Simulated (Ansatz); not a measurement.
**Relative stability**

The two ends of one reaction step of GeNH₉O, closed shell (PBE0-D4/def2-TZVP).

A:

```xyz
12
angstrom
Ge -1.3355 0.2020 -0.7235
H 2.4197 0.0059 -2.0325
H -0.6852 -1.0950 -1.2137
H -2.7039 0.4058 -1.4173
H -0.4466 1.4295 -0.9438
H 0.3558 -0.2162 1.6703
O -1.6974 0.0482 1.0304
H 2.0609 -0.0362 -1.3759
N 1.1971 -0.2363 1.1030
H -2.6375 0.1248 1.2001
H 1.6574 -1.1235 1.2632
H 1.8152 0.4910 1.4397
```

B:

Ge1  (-0.998, 0.445, -1.813)
H2  (0.355, -0.261, -1.645)
H3  (-2.147, -0.563, -1.824)
H4  (-1.187, 1.497, -0.713)
H5  (-0.972, 1.184, -3.169)
H6  (-0.117, -0.704, 1.206)
O7  (-0.983, -1.062, 0.927)
H8  (1.918, 0.114, 0.427)
N9  (1.654, -0.042, 1.394)
H10  (-1.623, -0.703, 1.544)
H11  (2.293, -0.729, 1.775)
H12  (1.806, 0.826, 1.892)
(Å)

Computed with Ansatz 0.2.0 (basis: def2-TZVPP); correlated methods freeze the cores. Filled d shells of the heavier atoms are correlated. The def2 sets are not built for correlating such inner shells, so the correlated values are less sure here. B3LYP uses VWN-RPA correlation.

Task: Which structure is lower at CCSD(T), and by how much? (An estimate is asked for; the value comes from the calculation.)

Result: By the calculation: B, by 19.8 kJ/mol (electronic energy, against the other). By their contacts, A is a complex of GeH₄O ([OH][GeH3]) + NH₃ + H₂ and B is a complex of GeH₄ + H₂O + NH₃.

All methods give the same order:

```
      method  E(B) − E(A) (kJ/mol)
       SPW92                 -37.5
      PBE-D4                 -26.4
     BLYP-D4                 -18.1
   r2SCAN-D4                 -20.6
      B97M-V                 -23.0
     PBE0-D4                 -28.4
    B3LYP-D4                 -21.3
  r2SCAN0-D4                 -23.8
    BHLYP-D4                 -21.7
CAM-B3LYP-D4                 -23.2
     wB97X-V                 -19.8
     wB97M-V                 -21.0
      B2PLYP                 -20.1
    PBE-QIDH                 -23.7
  RPA on PBE                 -17.4
          HF                 -20.6
         MP2                 -14.4
        CCSD                 -21.6
     CCSD(T)                 -19.8
```

No T1 diagnostic of these runs exceeds 0.011.

Labels in which every atom is bracketed show which atoms are joined, not bond orders.

For scale, one of the runs: CCSD(T)/def2-TZVPP, 236 basis functions, launched by `ansatz run in.yaml --threads 4 --pin off --events-out ev --progress --plain --max-ram 9574MiB`. The run took 2.5 min on 4 CPU threads of an Arm Neoverse V1 (shared host), with 4.5 GiB of host memory at its peak.
